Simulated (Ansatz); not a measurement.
A nudged elastic band was laid between two geometries of GaH3O2 (6 atoms, charge 0, multiplicity 1).

These are results of RKS PBE-D4/def2-SVP in Ansatz, not measurements.

- movable images: 5
- climbing image: yes
- spring: 5.0 eV/Å²
- optimiser: quadratic models (default)
- start path: through a guess of the saddle point
- force threshold: 0.05 eV/Å
- iteration limit: 60
- end points: relaxed

First end point:

```xyz
6
Properties=species:S:1:pos:R:3
Ga 0.251 -0.287 0.311
H 0.067 -0.206 1.867
O 1.832 -0.368 -0.540
H 2.581 -0.357 0.083
O -1.085 -0.312 -0.891
H -1.961 -0.269 -0.468
```

Last end point:

```xyz
6
Properties=species:S:1:pos:R:3
Ga -0.268 1.183 0.251
H 1.642 -0.672 1.325
O 1.574 -0.280 0.433
H 0.892 -0.843 -0.046
O -0.689 -0.506 -0.521
H -1.467 -0.682 -1.078
```

Problem. What changes between the two ends?

Solution. Bonds broken: Ga1–H2, Ga1–O3. Bonds formed: H2–O3. GaH3O2 becomes GaHO + H2O.

Problem. Give the energies along the band, and the barrier.

Solution. It converged. The highest image is number 3 of 0 to 6, 45.1 kcal/mol above the first end and 45.7 kcal/mol above the last; the last end lies 0.6 kcal/mol below the first. Neighbouring images differ by up to 1.6 eV, so the band resolves the path poorly. A vibrational analysis at the climbing image gives one clearly imaginary mode, 1143i cm⁻¹: a first-order saddle point. The orbitals stay closed-shell, which can raise the energy where a bond breaks towards radicals; this wasn't checked here.

```tsv
image	path coordinate (Å)	energy (kcal/mol)	Ga1–H2 (Å)	Ga1–O3 (Å)	H2–O3 (Å)
0	0.00	0.0	1.57	1.80	2.99
1	0.78	3.7	1.57	1.80	2.94
2	1.55	16.6	1.55	1.81	2.26
3	2.33	45.1	1.64	1.96	1.52
4	3.18	8.4	2.36	2.35	0.99
5	4.03	3.1	2.77	2.36	0.98
6	4.88	-0.6	2.87	2.36	0.98
```

Problem. What is the geometry of the highest image?

Solution. 
```xyz
6
Properties=species:S:1:pos:R:3
Ga -0.186 0.004 0.538
H 1.079 -0.095 1.578
O 1.749 -0.030 0.213
H 2.212 -0.801 -0.186
O -1.102 -0.433 -0.959
H -2.068 -0.443 -0.821
```

Time of the run: 72 s on 1 thread of Intel(R) Xeon(R) 6975P-C (Granite Rapids), with other jobs on the host, peak memory 0.16 GiB.
